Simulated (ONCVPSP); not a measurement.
# C (Z = 6) ONCV: all-electron and pseudo phase curves

```json
{"Element": "C (Z = 6)", "Generator": "ONCVPSP 4.0.1", "Type": "optimised norm-conserving Vanderbilt (ONCV)", "Functional": "BLYP", "Relativity": "fully relativistic", "Frozen core": "[He]", "Valence charge": "4", "Reference configuration": "2s2 2p1 (charge +1)", "Partial waves": "2s: rc 1.15 bohr, ncon 4, nbas 7, qcut 6 1/bohr, 2 projectors, debl 1.2 Ha; 2p: rc 2.80 bohr, ncon 4, nbas 9, qcut 6 1/bohr, 2 projectors, debl 0.3 Ha", "Local potential": "polynomial inside 0.85 bohr (lpopt 5, dvloc0 0 Ha)", "Core correction": "none"}
```

Open shells are filled in proportion to 2j + 1.

In the p channel the program set the typed energies aside and used -0.624, 0.250 Ha (j = l + 1/2; the other j can differ).

The phase is arctan(r·R′/R) of the radial function R(r), unwrapped; energies in Ha, scanned from -2 to 5 Ha. A pole is an energy at which the radial function vanishes at the test radius. The pseudo phase is shifted by a multiple of π to meet the all-electron one at the reference energy, and phase errors are pseudo minus all-electron; the curves can meet again beyond the range given. Levels narrower than the energy grid can be missing from the lists of poles.

Q: For each channel, where are the poles, and over which energies does the pseudopotential scatter like the atom?

A:

```
channel  radius (bohr)  reference energy (Ha)  poles, all-electron      poles, pseudo  unbroken range about the reference energy with phases within 0.05 rad  phase error 1 Ha above the reference energy (rad)
      s           1.17                  -0.94                 3.20               3.18                                                        the whole range                                             -0.000
   p3/2           2.85                  -0.62    -0.53, 1.41, 4.59  -0.53, 1.40, 4.56                                                              below 2.4                                             -0.000
   p1/2           2.85                  -0.62    -0.53, 1.40, 4.59  -0.53, 1.40, 4.56                                                              below 2.4                                             -0.000
```

Phases in the p1/2 channel:

```tsv
E (Ha)	all-electron	pseudo
-1.98	1.323	1.323
-1.80	1.302	1.302
-1.62	1.276	1.276
-1.44	1.239	1.239
-1.26	1.185	1.184
-1.08	1.088	1.088
-0.90	0.847	0.847
-0.72	-0.433	-0.433
-0.54	-1.549	-1.549
-0.36	-1.825	-1.825
-0.18	-2.056	-2.056
0.00	-2.452	-2.452
0.18	-3.272	-3.272
0.36	-4.003	-4.003
0.54	-4.321	-4.321
0.72	-4.474	-4.475
0.90	-4.566	-4.566
1.08	-4.629	-4.630
1.26	-4.678	-4.679
1.44	-4.721	-4.722
1.62	-4.762	-4.764
1.80	-4.806	-4.810
1.98	-4.859	-4.866
2.16	-4.935	-4.948
2.34	-5.067	-5.095
2.52	-5.375	-5.466
2.70	-6.300	-6.520
2.88	-7.197	-7.278
3.06	-7.491	-7.523
3.24	-7.616	-7.633
3.42	-7.685	-7.696
3.60	-7.730	-7.738
3.78	-7.763	-7.769
3.96	-7.788	-7.793
4.14	-7.810	-7.814
4.32	-7.828	-7.832
4.50	-7.845	-7.848
4.68	-7.862	-7.865
4.86	-7.878	-7.881
```
